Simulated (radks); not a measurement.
Task: These are the eigenvalues of the occupied orbitals of an atom or ion with whole-number occupations (hartree). Method: Dirac Kohn-Sham, PBEsol, spin-unpolarised, spherical densities, finite nucleus; Fermi nuclear charge, rms radius of each element as measured or else 0.836 A^(1/3) + 0.57 fm; computed with a radial shooting solver on a logarithmic mesh with Libxc functionals.

orbital  eigenvalue
1s1/2     -2320.581
2s1/2     -395.6181
2p1/2     -377.7491
2p3/2     -336.7064
3s1/2     -90.39539
3p1/2     -82.47149
3p3/2     -73.71838
3d3/2     -60.23167
3d5/2     -58.31979
4s1/2     -18.76415
4p1/2     -15.53614
4p3/2     -13.54228
4d3/2      -8.22773
4d5/2      -7.86381
5s1/2      -3.21857
5p1/2      -2.31780
5p3/2      -2.05661
4f5/2      -1.36160
4f7/2      -1.30539

Which element is it, and in what charge state? The configuration may be excited. Open shells, if any, are shared by 2j + 1.

Result: Z = 71, lutetium, charge +3: Lu3+ in [Xe] 4f14. The list shows which subshells hold electrons but not how many an open one holds; the 1s level, -2320.6 hartree, gives Z - s = 68.1 by -(Z - s)^2/2, which with screening and relativity narrows Z to a few neighbours, and the depths of the outer levels then fix element, charge and occupations together.
